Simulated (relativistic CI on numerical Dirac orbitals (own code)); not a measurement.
# Zeeman pattern of N I 8683.40 Å at 0.05 T

Problem. The line 2s2 2p2 3s 4P_3/2 – 2s2 2p2 3p 4D°_5/2 of N I lies at 8683.40 Å (air; NIST Handbook). Calculate its Zeeman pattern at B = 0.05 T, seen across the field, in LS coupling, and compare it with the Doppler width at an assumed gas temperature of 600 K.

Working.
1. Landé factors g = 3/2 + [S(S + 1) − L(L + 1)]/[2J(J + 1)]: lower 1.7333, upper 1.3714.
2. The unit is μB B/hc = 0.46686 × 0.05 = 0.0233 cm⁻¹, or 17.6 mÅ at this wavelength. A component is shifted by g_u m_u − g_l m_l units. Seen across the field, the strengths for lower J and m are (J + 1)² − m² (π) and ¼(J + m + 1)(J + m + 2) (σ).
3. π components (Δm = 0), symmetric about zero, as shift (strength, strongest of all = 100): ±0.181 (100), ±0.543 (67).
4. σ components with Δm = +1, mirrored for −1: 0.829 (83), 1.190 (50), 1.552 (25), 1.914 (8).
5. The centre of the σ group lies at ḡ = 1.100 units, 19.4 mÅ from the line centre.
6. The Doppler width is 7.16 × 10⁻⁷ λ √(T/M) = 40.7 mÅ (FWHM, M = 14), so the sum of Gaussians is one broadened peak; the two σ groups show as separate peaks only through a polariser.

Check. A relativistic CI calculation gives g = 1.7349 and 1.3729 for the two levels. The nearest fine-structure partner lies 34 cm⁻¹ away, 1446 Zeeman units, so the weak-field formulas hold; hyperfine structure, which matters at weak fields for isotopes with nuclear spin, is neglected.
